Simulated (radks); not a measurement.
The numbers below are computed, except where a source is named.
Radial electron density D(r) = 4 pi r^2 rho(r) of an atom or ion with 17 electrons. Code: a radial shooting solver on a logarithmic mesh with Libxc functionals. Model: Dirac Kohn-Sham, BLYP, spin-unpolarised, spherical densities, finite nucleus; Fermi nuclear charge, rms radius of each element as measured or else 0.836 A^(1/3) + 0.57 fm.

| r (bohr) | D(r) (e/bohr) |
|---|---|
| 0.006943 | 1.601 |
| 0.008897 | 2.451 |
| 0.01131 | 3.636 |
| 0.01449 | 5.338 |
| 0.01843 | 7.522 |
| 0.02361 | 10.32 |
| 0.03002 | 13.40 |
| 0.03846 | 16.51 |
| 0.04929 | 18.87 |
| 0.06266 | 19.67 |
| 0.0803 | 18.57 |
| 0.1021 | 16.13 |
| 0.1308 | 13.80 |
| 0.1663 | 13.54 |
| 0.2131 | 15.86 |
| 0.2731 | 18.78 |
| 0.3471 | 18.99 |
| 0.4448 | 15.00 |
| 0.5655 | 9.098 |
| 0.7247 | 4.715 |
| 0.9212 | 3.731 |
| 1.181 | 4.423 |
| 1.513 | 4.392 |
| 1.923 | 3.164 |
| 2.464 | 1.628 |
| 3.133 | 0.6315 |
| 4.015 | 0.1702 |
| 5.104 | 0.03232 |
| 6.54 | 0.003464 |

What is the nuclear charge?

Answer. Z = 17. The innermost maximum, from 1s, lies near gamma/Z bohr with gamma = sqrt(1 - (Z/c)^2) = 0.992, here 0.0584 bohr (found: 0.0617), and its height grows with Z. The density is that of neutral chlorine in [Ne] 3s2 3p5; the configuration itself is not fixed sharply by these data, and Z only to about a unit. D(r) has 3 maxima, at r = 0.0617, 0.313, 1.33 bohr, and minima at 0.151, 0.892 bohr, inside which lie 2.17, 10.37 electrons.
